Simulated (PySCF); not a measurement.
In(H)(Br)(Me) (CH₄BrIn), SMILES [InH]([Br])[CH3].

The structure is a stationary point at PBE-D3(BJ)/def2-SVP. The structure was generated by enumeration; whether it is a known compound was not checked. The def2 effective core potentials stand for the cores of In; spin–orbit coupling is left out.

Level of theory: PySCF 2.14.0 with PBE-D3(BJ)/def2-SVP.

Frequencies are harmonic and unscaled.

A small imaginary wavenumber (i) marks a very flat motion, where grid noise or a shallow saddle decides the sign.

### Question
List the normal modes with their intensities. (Estimate from the structure and the level; the computed values follow.)

### Answer

```tsv
mode	ν (cm⁻¹)	IR (km/mol)	moving atoms (share of kinetic energy)
1	14i	0.0	H 98 %
2	97	1.9	C 49 %, H 24 %, In 15 %, Br 12 %
3	233	29.2	Br 60 %, In 39 %
4	344	21.2	H 96 %
5	456	92.9	H 76 %, C 17 %
6	498	4.6	C 54 %, H 40 %
7	687	32.6	H 84 %, C 15 %
8	717	66.8	H 84 %, C 16 %
9	1130	0.7	H 83 %, C 17 %
10	1375	2.2	H 95 %
11	1378	1.8	H 95 %
12	1744	189.8	H 99 %
13	2990	2.0	H 98 %
14	3101	1.1	H 91 %, C 9 %
15	3119	0.7	H 90 %, C 10 %
```
